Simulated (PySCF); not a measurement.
dibromo-chloro-fluoromethane (CBr2ClF), SMILES BrC(F)(Cl)Br.

The structure is a stationary point at B3LYP-D3(BJ)/def2-SVP.

These are B3LYP-D3(BJ)/def2-SVP in PySCF values and carry that method's errors.

Frequencies are harmonic and unscaled.

Question: Give all harmonic wavenumbers and intensities. (An estimate is asked for; the answer gives what the named calculation found.)

Answer: 
```tsv
mode	ν (cm⁻¹)	IR (km/mol)	Raman (Å⁴/amu)	depolarisation	moving atoms (share of kinetic energy)
1	159	0.0	3.3	0.62	Br 77 %, Cl 11 %, F 9 %
2	194	0.1	3.2	0.75	Cl 57 %, Br 33 %, F 10 %
3	263	0.3	7.9	0.20	Cl 41 %, Br 39 %, F 13 %
4	305	0.8	3.2	0.75	F 65 %, Br 32 %
5	340	0.3	3.4	0.52	F 58 %, Cl 17 %, Br 16 %, C 9 %
6	462	1.6	7.3	0.03	F 41 %, Cl 34 %, C 18 %
7	727	252.6	3.5	0.75	C 92 %
8	787	227.9	2.6	0.59	C 88 %, Cl 8 %
9	1140	193.1	1.0	0.63	C 64 %, F 36 %
```
